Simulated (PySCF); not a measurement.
Match the calculated data to a structure.

All candidates are C11H7N.

| technique | computed result |
| --- | --- |
| 1H NMR | chemical shifts (computed TMS as zero) by class: 8.55 (1 H), 8.25 (1 H), 8.23 (1 H), 8.22 (1 H), 8.03 (1 H), 8.03 (1 H), 7.99 (1 H) ppm [GIAO PBE0/pcSseg-1] |
| NMR, other nuclei | isotropic shieldings of nuclei other than C and H, by class: -48 (1 N) ppm [GIAO PBE0/pcSseg-1] |
| Rotational structure | rotational constants A, B, C: 2.749, 0.615, 0.502 GHz [GFN2-xTB] |
| Dipole | 5.13 D [PBE0/pcSseg-1] |
| 13C NMR | chemical shifts (computed TMS as zero) by class: 141.9 (1 C), 138.2 (1 C), 136.3 (1 C), 134.8 (1 C), 134.8 (1 C), 134.6 (1 C), 134.5 (1 C), 134.2 (1 C), 133.3 (1 C), 125.0 (1 C), 114.6 (1 C) ppm [GIAO PBE0/pcSseg-1] |

Gas-phase values; electronic properties from PySCF, density fitting. Levels stand in brackets. Isolated species at its GFN2-xTB geometry, gas phase. NMR values are class means; diastereotopic atoms form classes of their own.

Question: Which candidate is it?
A. `C#CC1=C[C@H]2C=C[C@]1(C#N)C=C2`
B. `C#CC(=C)C#Cc1ccncc1`
C. `N#Cc1ccc2ccccc2c1`

Answer: C. It is `N#Cc1ccc2ccccc2c1`. Numbering: `[N:1]#[C:2][c:3]1[cH:4][cH:5][c:6]2[cH:7][cH:8][cH:9][cH:10][c:11]2[cH:12]1`. Its formula, C11H7N, gives 9 degrees of unsaturation: 2 rings and 7 π bonds in the structure found (Kekulé form). 11 carbons fall into 11 classes; from least to most shielded: aromatic CH carbon [C12] (141.9 ppm), ring-fusion aromatic carbon [C6] (138.2 ppm), ring-fusion aromatic carbon [C11] (136.3 ppm), aromatic CH carbon [C10] (134.8 ppm), aromatic CH carbon [C5] (134.8 ppm), aromatic CH carbon [C8] (134.6 ppm), aromatic CH carbon [C4] (134.5 ppm), aromatic CH carbon [C7] (134.2 ppm), aromatic CH carbon [C9] (133.3 ppm), nitrile carbon [C2] (125.0 ppm), substituted aromatic carbon [C3] (114.6 ppm). Hydrogen classes from least to most shielded: 1 H on an aromatic CH carbon, C12 (8.55 ppm), 1 H on an aromatic CH carbon, C10 (8.25 ppm), 1 H on an aromatic CH carbon, C5 (8.23 ppm), 1 H on an aromatic CH carbon, C7 (8.22 ppm), 1 H on an aromatic CH carbon, C4 (8.03 ppm), 1 H on an aromatic CH carbon, C8 (8.03 ppm), 1 H on an aromatic CH carbon, C9 (7.99 ppm). The other shieldings belong to: -48 ppm, nitrile nitrogen [N1]. The optimised geometry has point group Cs and is an asymmetric top.

The others, at the same levels:
- `C#CC1=C[C@H]2C=C[C@]1(C#N)C=C2` fails: it has 9 carbon classes against 11; its computed 13C shifts are 156.2 (1 C), 151.1 (2 C), 149.7 (2 C), 144.2 (1 C), 125.7 (1 C), 103.8 (1 C), 81.1 (1 C), 55.6 (1 C), 53.1 (1 C) ppm, 1H shifts are 7.41 (1 H), 7.19 (2 H), 7.16 (2 H), 4.71 (1 H), 3.74 (1 H) ppm and rotational constant A is 1.594 GHz (against 2.749 GHz).
- `C#CC(=C)C#Cc1ccncc1` fails: it has 9 carbon classes against 11; its computed 13C shifts are 156.0 (2 C), 143.7 (1 C), 134.8 (1 C), 131.3 (2 C), 118.7 (1 C), 101.3 (1 C), 98.3 (1 C), 88.4 (1 C), 85.3 (1 C) ppm, 1H shifts are 9.01 (2 H), 7.49 (2 H), 6.43 (1 H), 6.40 (1 H), 2.76 (1 H) ppm and smallest rotational constant is 0.345 GHz (against 0.502 GHz).
